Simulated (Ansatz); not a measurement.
Compare A (`C[SiH]1CCO1`) with its isomer B (`C=C([SiH3])OC`).

Isolated molecules relaxed with PBE0-D4/def2-TZVP in Ansatz; ΔE leaves out vibrations. CCSD(T)/CBS adds triple-zeta CCSD(T) − MP2 to the extrapolated MP2 energy (def2 sets, frozen cores). Functionals use def2-TZVPP. B3LYP here is the variant with VWN-RPA as its local correlation; programs differ in this. Each species was taken in one conformer, which may not be the lowest.

(1) Which is lower in electronic energy at CCSD(T)/CBS, and by how much? (Best estimate.)

(2) Give E(B) − E(A) in kcal/mol with PBE-D4, HF/def2-TZVPP, CCSD(T)/def2-TZVPP, MP2/def2-TZVPP, ωB97M-V, B3LYP-D4, r2SCAN-D4. (Best estimate.)

Largest T1 diagnostic: 0.013.

## Answers

(1) Computed: A, by 48.1 kcal/mol.

(2) Computed: PBE-D4 45.5, HF/def2-TZVPP 44.6, CCSD(T)/def2-TZVPP 47.2, MP2/def2-TZVPP 50.6, ωB97M-V 49.0, B3LYP-D4 43.7, r2SCAN-D4 47.9. None reverses the order clearly.

From PBE to PBE0 (25 % exact exchange), in def2-TZVPP and without D4, E(B) − E(A) moves by +3.6 kcal/mol. In def2-TZVPP, CCSD(T) changes the Hartree–Fock value by +2.6 kcal/mol (the triples alone add −0.8 kcal/mol) and MP2 by +6.0 kcal/mol.
